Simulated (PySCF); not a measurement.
Computed shifts of a molecule C6H10, PBE/pcSseg-1 (PySCF), GIAO, gas phase, equivalent atoms averaged, in ppm (number of nuclei): ¹³C: 220.4 (1), 107.9 (1), 77.0 (1), 36.7 (1), 21.9 (1), 17.6 (1). ¹H: 5.05 (2), 2.50 (1), 2.25 (1), 2.05 (3), 1.38 (3). References: ¹³C against TMS (σ = 182.0 ppm); ¹H against TMS (σ = 31.49 ppm), references at their B3LYP-D3(BJ)/def2-TZVP geometries, non-relativistic. Coordinates come from a TPSSh-D3(BJ)/def2-SVP optimisation. The values are those of a single conformer.

Identify the compound among the candidates.
(A) CC=C=CCC
(B) CC1=CCCC1
(C) C=C=C(C)CC
(D) C=C1CC(C)C1

C, C=C=C(C)CC
